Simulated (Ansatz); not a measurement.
Program: Ansatz. Geometries: PBE0-D4/def2-TZVP. ΔE: electronic, gas phase. CBS: MP2 limit from def2 TZ/QZ plus the TZ coupled-cluster correction, frozen cores. This one scheme is used for every species. DFT in def2-TZVPP. B3LYP here is the variant with VWN-RPA as its local correlation; programs differ in this. Each species was taken in one conformer, which may not be the lowest.

`[CH3][Al]([F])[SiH2]F` + `CNBN` → `[CH3][Al]([NH2])[SiH2]F` + `CNBF`  (redistribution)

Is it downhill or uphill in electronic energy at CCSD(T)/CBS, and by how much? (Best estimate.)

The calculation gave: Uphill: ΔE = +11.0 kcal/mol.

What do these levels give: r2SCAN-D4, PBE0-D4, B3LYP-D4, ωB97X-V, PBE, B3LYP, SCS-MP2/def2-TZVPP, CCSD/def2-TZVPP, CCSD(T)/def2-TZVPP, SCS-MP2/def2-QZVPP, HF/CBS(def2), MP2/CBS(def2)? (Estimate.)

The calculation gave: r2SCAN-D4 10.6, PBE0-D4 10.9, B3LYP-D4 10.9, ωB97X-V 10.9, PBE 11.0, B3LYP 11.2, SCS-MP2/def2-TZVPP 10.5, CCSD/def2-TZVPP 10.2, CCSD(T)/def2-TZVPP 10.0, SCS-MP2/def2-QZVPP 11.2, HF/CBS(def2) 10.7, MP2/CBS(def2) 11.8 kcal/mol.

Largest T1 diagnostic among the species: 0.012.
